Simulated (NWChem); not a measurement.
Species: hydronium (H₃O cation); SMILES [OH3+]

```xyz
4

O      0.0000     0.0000     0.0780
H      0.6693     0.6693    -0.2081
H      0.2450    -0.9143    -0.2081
H     -0.9143     0.2450    -0.2081
```
Atoms are numbered in this order, from 1.

Program: NWChem. Pople sets run with spherical d functions. Geometry: optimised at B3LYP/6-31G* (spherical d). Total energies compare along this basis series because the functional is fixed.

| level | basis functions | energy (Ha) | highest occupied level (eV) | orbital gap (eV) |
|---|---|---|---|---|
| PBE/STO-3G | 8 | -75.5988 | -16.36 | 11.39 |
| PBE/3-21G | 15 | -76.1892 | -17.80 | 10.12 |
| PBE/6-31G* | 20 | -76.6016 | -18.44 | 10.55 |
| PBE/6-31+G* | 24 | -76.6042 | -18.61 | 10.55 |
| PBE/6-311G** | 36 | -76.6434 | -18.49 | 10.35 |
| PBE/6-311++G** | 43 | -76.6449 | -18.61 | 10.31 |
